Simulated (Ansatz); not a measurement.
`[F][Zr]([Cl])([Cl])[Cl]` and `[NH2][Zr]([Cl])([Cl])[Cl]` differ in one atom or group.

Ansatz, PBE0-D4/def2-TZVP geometries, multiplicity 1. Each molecule was computed in one conformer, which needn't be the lowest.

Elements past krypton have def2 core potentials.

```csv
property,`[F][Zr]([Cl])([Cl])[Cl]`
"ideal-gas entropy at 298 K and 1 bar (rigid rotor, harmonic PBE0-D4/def2-TZVP) / J/(mol·K)",369
HOMO–LUMO gap (PBE/def2-TZVPP) / eV,5.09
HOMO energy (PBE/def2-TZVPP) / eV,-8.30
HOMO–LUMO gap (ωB97M-V/def2-TZVPP) / eV,11.59
LUMO energy (B3LYP/def2-TZVPP) / eV,-2.63
HOMO–LUMO gap (B3LYP/def2-TZVPP) / eV,6.78
```

Question: What does the change do to each property? (Estimate.)

Answer: Ansatz gave: 
```json
{"property": "ideal-gas entropy at 298 K and 1 bar (rigid rotor, harmonic PBE0-D4/def2-TZVP) / J/(mol·K)", "`[NH2][Zr]([Cl])([Cl])[Cl]`": "411", "shift": "42"}
{"property": "HOMO–LUMO gap (PBE/def2-TZVPP) / eV", "`[NH2][Zr]([Cl])([Cl])[Cl]`": "4.03", "shift": "-1.06"}
{"property": "HOMO energy (PBE/def2-TZVPP) / eV", "`[NH2][Zr]([Cl])([Cl])[Cl]`": "-7.01", "shift": "1.29"}
{"property": "HOMO–LUMO gap (ωB97M-V/def2-TZVPP) / eV", "`[NH2][Zr]([Cl])([Cl])[Cl]`": "10.68", "shift": "-0.91"}
{"property": "LUMO energy (B3LYP/def2-TZVPP) / eV", "`[NH2][Zr]([Cl])([Cl])[Cl]`": "-2.35", "shift": "0.28"}
{"property": "HOMO–LUMO gap (B3LYP/def2-TZVPP) / eV", "`[NH2][Zr]([Cl])([Cl])[Cl]`": "5.79", "shift": "-0.99"}
```

With PBE0 the HOMO rises by 1.30 eV and the LUMO rises by 0.28 eV, so the gap narrows by about 1.02 eV. PBE moves the HOMO by 1.29 eV and ωB97M-V by 1.19 eV. The zero-point energy changes by 57.9 kJ/mol with +6 modes. Modes under 60 cm⁻¹, often nearly free rotors, make the harmonic entropy too high.

B3LYP here is the variant with VWN-RPA as its local correlation; programs differ in this.
